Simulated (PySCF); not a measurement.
Computed IR spectrum (relative IR intensity) of a molecule C2H6ClFSi. Geometry optimised at PBE0-D3(BJ)/def2-SVP. One conformer was computed; it need not be the lowest. These are PySCF 2.14.0 with PBE0-D3(BJ)/def2-SVP values and carry that method's errors. Frequencies are harmonic and unscaled.

Lines under 2 % of the strongest are left out, and lines within 2 cm⁻¹ are merged.

```csv
ν (cm⁻¹),relative intensity
244,3.3
410,13
540,29
658,4.6
682,2.5
820,100
828,20
910,70
976,19
985,11
1066,7.0
1268,2.7
1420,3.3
1475,3.9
1478,3.8
2288,59
3053,3.9
3060,9.8
3155,5.5
3158,4.7
```

Identify the compound among the candidates.
(A) C[Si@H](Cl)CF
(B) F[C@H]([SiH3])CCl
(C) C[C@@H](F)[SiH2]Cl
(D) CC[Si@@H](F)Cl

D, CC[Si@@H](F)Cl
